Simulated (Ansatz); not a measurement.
Born–Oppenheimer molecular dynamics of F₂GeH₂O (6 atoms, charge 0, multiplicity 1). It starts from a relaxed structure.

These are results of Ansatz 0.2.0, RKS PBE0-D4/def2-SVP, not measurements.

- ensemble: NVE (velocity Verlet)
- time step: 0.5 fs
- steps asked: 100
- starting velocities drawn for: 400 K
- seed: 250995

First frame:

```xyz
6
Properties=species:S:1:pos:R:3
Ge 0.087 -0.067 0.017
F 0.099 0.086 1.735
H 1.483 0.050 -0.566
F -0.927 1.232 -0.494
O -0.652 -1.582 -0.422
H -1.542 -1.703 -0.071
```

Q: How far do the bonds stretch over the last three quarters of this one trajectory? (Pairs bonded in most of those frames.)

A: 
```json
{"bond": "Ge1–F2", "mean (Å)": "1.725", "spread (Å)": "0.003", "shortest": "1.72", "longest": "1.73"}
{"bond": "Ge1–H3", "mean (Å)": "1.531", "spread (Å)": "0.059", "shortest": "1.44", "longest": "1.61"}
{"bond": "Ge1–F4", "mean (Å)": "1.720", "spread (Å)": "0.028", "shortest": "1.68", "longest": "1.77"}
{"bond": "Ge1–O5", "mean (Å)": "1.740", "spread (Å)": "0.028", "shortest": "1.70", "longest": "1.79"}
{"bond": "O5–H6", "mean (Å)": "0.965", "spread (Å)": "0.002", "shortest": "0.96", "longest": "0.97"}
```

Mean temperature of the second half: 175 K. The conserved energy stayed within 0.16 meV per atom of its start (net change 0.084 meV per atom), so the integration is sound. A run of 0.05 ps of so small a system gives no equilibrium averages.

Time of the run: 5.6 min on 1 thread of Arm Neoverse V1, on a shared host, peak memory 0.17 GiB.
